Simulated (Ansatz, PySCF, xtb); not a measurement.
Complex: H2O (SMILES O) (first 3 atoms) with C2H6O (SMILES CCO); geometry from B3LYP-D3(BJ)/def2-TZVP, rigid monomers moved along the line of their centres of mass till H2···O6 is 1.71 Å.
(charge 0, multiplicity 1):
```xyz
12

O     -0.21921     0.30779     0.17249
H      0.30395     0.10224     0.96663
H      0.12509    -0.26415    -0.51973
C     -1.29750     0.46011     3.33009
C     -0.26321    -0.64639     3.24859
O      0.91436    -0.24927     2.52886
H     -2.18855     0.10791     3.85458
H     -1.58703     0.78687     2.33103
H     -0.90809     1.32089     3.88096
H      0.01870    -0.99694     4.24705
H     -0.65553    -1.49914     2.69480
H      1.29371     0.52454     2.96084
```

Counterpoise-corrected where a basis set is named; no monomer relaxation. Rows marked so take none.

Cores are frozen in the correlated methods. Rows in 6-31G* carry no dispersion term and start afresh at each structure (6-31G* with six Cartesian d functions).

Codes used: Ansatz (Gaussian basis) for Hartree–Fock, density functionals and correlated methods; PySCF for 6-31G* rows; xtb for the GFN methods. 

```
level                           interaction energy (kJ/mol)
------------------------------  ---------------------------
GFN-FF                                                -22.4
GFN2-xTB                                              -21.6
HF/6-31G*                                             -11.5
B3LYP/6-31G*                                          -18.8
B3LYP/6-31G* (no counterpoise)                        -31.8
wB97M-V/def2-TZVPPD                                   -23.5
SCS-MP2/aug-cc-pVDZ                                   -15.1
CCSD/aug-cc-pVDZ                                      -16.6
CCSD(T)/aug-cc-pVDZ                                     [?]
```

**Question.** Complete the blanks.

**Answer.** 
- CCSD(T)/aug-cc-pVDZ, interaction energy (kJ/mol): -18.4

Ansatz is an electronic-structure program.
